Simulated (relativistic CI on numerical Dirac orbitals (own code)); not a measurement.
Electric-dipole transitions in Hf60+

Computed by Dirac-Coulomb-Breit CI, orbitals from a KLI potential per configuration, QED by a radiative potential, unscaled Slater integrals (own radial code, finite nucleus).

CI space (outside the closed core [Ne]): 3s2, 3s.3p, 3p2, 3s.3d, 3d2, 3p.3d, 3p.4s, 3d.4s, 3s.4s, 3s.4p, 3s.4d, 3s.4f, 3s.5s, 3s.5p, 3s.5d, 4s2, 3s.5f, 3s.5g, 3s.6s, 3s.6p, 3s.6d. Levels of other configurations are missing.

```csv
λ vac (Å),Lower,Upper,A (s⁻¹),log gf,S velocity/length
3.0827,3s.3p 3P°_2 [5],3s.5d 3D_3 [66],5.40e+13,-0.27,0.97
3.2414,3s.3d 3D_2 [10],3s.5f 3F°_3 [69],6.09e+13,-0.17,0.98
3.2888,3s.3d 3D_3 [11],3s.5f 3F°_4 [70],7.26e+13,0.03,0.98
3.3021,3s.3d 1D_2 [12],3s.5f 1F°_3 [71],6.81e+13,-0.11,0.97
3.9512,3s.3p 3P°_0 [2],3s.4d 3D_1 [44],5.33e+13,-0.43,0.97
3.9691,3s.3p 3P°_1 [3],3s.4d 3D_2 [45],7.75e+13,-0.04,0.98
4.3575,3s.3p 3P°_2 [5],3s.4d 3D_3 [46],1.02e+14,0.31,0.98
4.4112,3s.3p 1P°_1 [6],3s.4d 1D_2 [47],9.10e+13,0.12,0.98
4.6233,3s.3d 3D_1 [9],3s.4f 3F°_2 [48],1.79e+14,0.46,0.98
4.6401,3s.3d 3D_2 [10],3s.4f 3F°_3 [49],1.71e+14,0.59,0.98
4.7290,3s.3d 3D_3 [11],3s.4f 3F°_4 [50],2.08e+14,0.80,0.98
4.7476,3s.3d 1D_2 [12],3s.4f 1F°_3 [51],1.90e+14,0.65,0.98
9.6650,3s.4p 3P°_2 [42],3s.5d 3D_3 [66],1.90e+13,0.27,1.00
10.083,3s.4d 3D_1 [44],3s.5f 3F°_2 [68],3.04e+13,0.36,1.00
10.084,3s.4d 3D_2 [45],3s.5f 3F°_3 [69],3.29e+13,0.54,1.00
10.287,3s.4d 1D_2 [47],3s.5f 1F°_3 [71],3.42e+13,0.58,1.00
10.288,3s.4d 3D_3 [46],3s.5f 3F°_4 [70],3.59e+13,0.71,1.00
10.613,3s.4f 3F°_2 [48],3s.5g 3G_3 [72],5.56e+13,0.82,1.00
10.632,3s.4f 3F°_3 [49],3s.5g 3G_4 [73],5.62e+13,0.93,1.00
10.699,3s.4f 3F°_4 [50],3s.5g 3G_5 [74],5.98e+13,1.05,1.00
10.756,3s.4f 1F°_3 [51],3s.5g 1G_4 [75],5.72e+13,0.95,1.00
23.468,3s.3p 3P°_1 [3],3s.3d 3D_2 [10],2.12e+12,-0.06,1.02
23.706,3p2 3P_0 [4],3p.3d 3D°_1 [14],1.70e+12,-0.37,1.03
24.601,3s.3p 3P°_2 [5],3p2 3P_2 [17],1.46e+12,-0.18,0.99
25.097,3s2 1S_0 [1],3s.3p 1P°_1 [6],2.08e+12,-0.23,1.01
25.905,3s.3d 3D_2 [10],3p.3d 3F°_3 [21],1.99e+12,0.15,1.01
26.428,3s.3d 3D_3 [11],3p.3d 3F°_4 [23],1.28e+12,0.08,0.99
26.531,3s.3p 1P°_1 [6],3p2 3P_2 [17],1.49e+12,-0.11,1.00
44.179,3s.3p 3P°_2 [5],3s.3d 3D_3 [11],2.27e+11,-0.33,1.06
44.873,3p2 3P_2 [17],3p.3d 3D°_3 [25],4.08e+11,-0.06,1.09
```

Terms are leading LS components. Brackets give the number of a level in order of energy, since labels repeat. The list gives strong lines, with weight on those to low levels. Levels whose partners in the same complex of configurations lie outside the list can be far off, and so can their lines. Rates are taken at the computed energies, electric ones in the length gauge. A velocity-to-length ratio far from 1 marks an uncertain rate.

At this charge energies of transitions that change n are usually good to better than 1 %, and those within a shell (Δn = 0) to a few per cent.

**Question.** From the table, what is the radiative lifetime of 3s.5d 3D_3?

**Answer.** The listed rates from this level add up to about 7.29e+13 s⁻¹, 98 % of its decay; with all channels τ = 1.35e-14 s.

LS names give the leading component of a level, which can be under half, so a name can repeat, a term be missing and a line seem to break the LS rules.
